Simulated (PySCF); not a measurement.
From one molecule to another.

First species: C6H10Si.
SMILES: `C=C[C@@H]1[SiH2][C@H]1C=C`

Second species: C3H6F2O2S.
InChI=1S/C3H6F2O2S/c1-3(4,5)8(6)7-2/h1-2H3/t8-/m0/s1

Levels: PBE0/def2-SVPD for dipole moment, HOMO energy, LUMO energy, HOMO–LUMO gap, static isotropic polarisability and electronic spatial extent ⟨r²⟩ about the centre of nuclear charge; TDDFT PBE0/def2-SVPD for lowest singlet excitation; TDA PBE0/def2-SVPD for lowest triplet excitation (Tamm–Dancoff); GFN2-xTB for rotational constant A and rotational constant C. Geometries: GFN2-xTB. All species are isolated and taken at one optimised geometry, non-relativistic unless stated. Electronic properties by PySCF.

The conformers computed, where there is a choice (atom-mapped SMILES and torsion angles):
- `[CH2:1]=[CH:2][C@@H:3]1[SiH2:4][C@H:5]1[CH:6]=[CH2:7]`: C1–C2–C3–Si4 48°, Si4–C5–C6–C7 47°
- `[CH3:1][O:2][S@:3](=[O:4])[C:5]([CH3:6])([F:7])[F:8]`: C1–O2–S3–O4 -55°, O2–S3–C5–C6 67°

```csv
property,column X,column Y
dipole moment,0.64 D,2.39 D
HOMO energy,-6.36 eV,-7.58 eV
LUMO energy,-0.61 eV,-0.70 eV
HOMO–LUMO gap,5.75 eV,6.88 eV
lowest singlet excitation,4.94 eV,5.41 eV
lowest triplet excitation (Tamm–Dancoff),3.65 eV,4.37 eV
static isotropic polarisability,101.3 au,68.5 au
electronic spatial extent ⟨r²⟩ about the centre of nuclear charge,1039 bohr²,1081 bohr²
rotational constant A,3.534 GHz,2.800 GHz
rotational constant C,1.258 GHz,1.166 GHz
```

Task: Which column belongs to which species?

Result: Column X is the first species and column Y the second. The first has 17 atoms and 60 electrons, the second 14 and 74.

Task: How does each property change from the first species to the second?

Result: dipole moment +1.75 D; HOMO energy -1.22 eV; LUMO energy -0.09 eV; HOMO–LUMO gap +1.13 eV; lowest singlet excitation +0.47 eV; lowest triplet excitation (Tamm–Dancoff) +0.72 eV; static isotropic polarisability -32.8 au; electronic spatial extent ⟨r²⟩ about the centre of nuclear charge +42 bohr²; rotational constant A -0.734 GHz; rotational constant C -0.092 GHz.

On the first: The principal polarisabilities are 82.8, 97.7 and 123.4 au; their mean is the isotropic value. S1 lies 0.81 eV below the HOMO–LUMO gap; its leading configuration is HOMO→LUMO, weight 0.96.

On the second: S1 lies 1.47 eV below the HOMO–LUMO gap; its leading configuration is HOMO→LUMO, weight 0.95. The dipole matches unit charges of opposite sign 0.50 Å apart (1 e·Å = 4.8032 D).
